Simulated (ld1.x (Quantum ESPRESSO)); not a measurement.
What one change does to a pseudopotential (Ar (Z = 18), RRKJ)

* Element: argon (Ar)
* Generator: ld1.x (Quantum ESPRESSO) 7.5
* Type: norm-conserving RRKJ (Kleinman–Bylander form)
* Functional: PBE
* Relativity: scalar-relativistic
* Frozen core: [Ne]
* Valence charge: 8
* Reference configuration: 3s2 3p4.5 (charge +1.5)
* Partial waves: 3s (bound): rc 1.00 bohr; 3p (bound): rc 1.35 bohr
* Local potential: all-electron potential smoothed inside 1.05 bohr (lloc = -2)
* Core correction: none

Change: all radii scaled by about 1.11 (s 1.10, p 1.50 bohr); local potential all-electron potential smoothed inside 1.16 bohr (lloc = -2).

Cutoffs: the cutoffs (Ry, on a coarse ladder) from which the occupation-weighted sum of valence levels, in a spherical-Bessel basis at the reference potential, stays within 10 and 1 mRy of its value at 400 Ry; they do not see the model core or the augmentation charge, which bear on the density cutoff. Errors are all-electron minus pseudo energies relative to the spin-unpolarised reference configuration.

Task: What does the change do?

Result: The potential gets softer (70 Ry and 90 Ry → 50 Ry and 70 Ry); the number of tests that count goes from 7 to 5; of the 5 tests that both files solve, the error grows in 0 and shrinks in 1 by more than 15 % and 0.3 meV (median size 9.9 → 8.8 meV); neither file shows a bound ghost at the reference potential, the only one tested. A larger radius leaves more room for a smooth pseudo-wave, so fewer plane waves are needed.

| quantity | base | changed |
| --- | --- | --- |
| cutoff, loose | 70 Ry | 50 Ry |
| cutoff, tight | 90 Ry | 70 Ry |
| loose cutoff by channel (10 mRy a level) | s 50 Ry, p 45 Ry | s 40 Ry, p 35 Ry |
| bound ghosts | none | none |
| tests counted (converged, no solver errors) | 7 of 7 | 5 of 7 |
| error for 3s2 3p5, meV [ΔE -12.67 eV] | +3.6 | +3.3 |
| error for 3s2 3p4, meV [ΔE 15.99 eV] | +2.2 | +1.8 |
| error for 3s2 3p3, meV [ΔE 58.58 eV] | +40 | +35 |
| error for 3s2 3p2, meV [ΔE 116.21 eV] | +162 | +142 |
| error for 3s2 3p5.5, meV [ΔE -22.18 eV] | +9.9 | +8.8 |

Changed file: Tests not counted: 3s2 3p6 (pseudo-atom not self-consistent, printed error +15 meV); 3s1 3p6 (pseudo-atom not self-consistent, printed error +1.9 meV). ld1.x printed “convergence not achieved” for 5 of the counted tests; their residual had stalled under 1e-8, short of the target of 1e-14.
